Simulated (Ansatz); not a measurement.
CdH$_{7}$NOSi$_{2}$, SMILES `[OH][Cd][N]([SiH3])[SiH3]`, relaxed with RKS PBE-D4/def2-SVP in Ansatz from a rough embedded geometry. The force threshold is 0.03 eV/Å; the program also tests the step.

Total charge 0; spin multiplicity 1. Cd: def2 effective core potential.

Start:

```xyz
12

O    -1.406   -1.782    1.498
Cd   -0.221   -1.147    2.133
N     0.735    0.316    0.547
Si    1.247   -0.513   -0.837
Si   -0.464    1.573    0.052
H    -1.782   -1.695    0.575
H     0.090   -1.204   -1.480
H     1.851    0.383   -1.825
H     2.264   -1.611   -0.485
H     0.176    2.477   -0.893
H    -1.597    0.880   -0.549
H    -0.892    2.323    1.263
```

```json
{"step": "1", "energy (eV)": "-23943.3487", "largest force (eV/Å)": "22.750", "largest move (Å)": "0.000"}
{"step": "2", "energy (eV)": "-23948.7230", "largest force (eV/Å)": "4.955", "largest move (Å)": "0.194"}
{"step": "3", "energy (eV)": "-23949.8450", "largest force (eV/Å)": "2.347", "largest move (Å)": "0.194"}
{"step": "4", "energy (eV)": "-23950.2169", "largest force (eV/Å)": "0.747", "largest move (Å)": "0.194"}
{"step": "5", "energy (eV)": "-23950.4509", "largest force (eV/Å)": "0.689", "largest move (Å)": "0.195"}
{"step": "6", "energy (eV)": "-23950.6345", "largest force (eV/Å)": "0.487", "largest move (Å)": "0.193"}
{"step": "7", "energy (eV)": "-23950.7965", "largest force (eV/Å)": "0.456", "largest move (Å)": "0.200"}
{"step": "8", "energy (eV)": "-23950.9383", "largest force (eV/Å)": "0.397", "largest move (Å)": "0.200"}
{"step": "9", "energy (eV)": "-23951.0381", "largest force (eV/Å)": "0.504", "largest move (Å)": "0.195"}
{"step": "10", "energy (eV)": "-23951.1185", "largest force (eV/Å)": "0.510", "largest move (Å)": "0.195"}
{"step": "11", "energy (eV)": "-23951.1978", "largest force (eV/Å)": "0.162", "largest move (Å)": "0.200"}
{"step": "12", "energy (eV)": "-23951.2409", "largest force (eV/Å)": "0.077", "largest move (Å)": "0.200"}
{"step": "13", "energy (eV)": "-23951.2509", "largest force (eV/Å)": "0.144", "largest move (Å)": "0.145"}
{"step": "14", "energy (eV)": "-23951.2534", "largest force (eV/Å)": "0.167", "largest move (Å)": "0.075"}
{"step": "15", "energy (eV)": "-23951.2601", "largest force (eV/Å)": "0.014", "largest move (Å)": "0.087"}
{"step": "16 (rejected)", "energy (eV)": "-23951.2572", "largest force (eV/Å)": "0.215", "largest move (Å)": "0.196"}
{"step": "17", "energy (eV)": "-23951.2638", "largest force (eV/Å)": "0.037", "largest move (Å)": "0.094"}
{"step": "18", "energy (eV)": "-23951.2659", "largest force (eV/Å)": "0.087", "largest move (Å)": "0.098"}
{"step": "19", "energy (eV)": "-23951.2674", "largest force (eV/Å)": "0.073", "largest move (Å)": "0.041"}
{"step": "20", "energy (eV)": "-23951.2698", "largest force (eV/Å)": "0.064", "largest move (Å)": "0.069"}
{"step": "21", "energy (eV)": "-23951.2713", "largest force (eV/Å)": "0.064", "largest move (Å)": "0.115"}
{"step": "22", "energy (eV)": "-23951.2719", "largest force (eV/Å)": "0.052", "largest move (Å)": "0.021"}
{"step": "23", "energy (eV)": "-23951.2724", "largest force (eV/Å)": "0.025", "largest move (Å)": "0.013"}
{"step": "24", "energy (eV)": "-23951.2728", "largest force (eV/Å)": "0.013", "largest move (Å)": "0.039"}
{"step": "25", "energy (eV)": "-23951.2729", "largest force (eV/Å)": "0.009", "largest move (Å)": "0.044"}
```

End:

```xyz
12

O    -1.465   -2.346    2.622
Cd   -0.709   -1.131    1.259
N     0.189    0.160   -0.018
Si    1.377   -0.482   -1.138
Si   -0.452    1.790   -0.128
H    -2.241   -2.802    2.241
H     0.821   -0.778   -2.512
H     2.517    0.493   -1.312
H     1.913   -1.779   -0.584
H     0.669    2.787   -0.292
H    -1.409    1.991   -1.280
H    -1.209    2.098    1.141
```

Run time 23 s (4 threads of an Intel Xeon 6975P-C on a shared host); peak host memory 0.21 GiB.
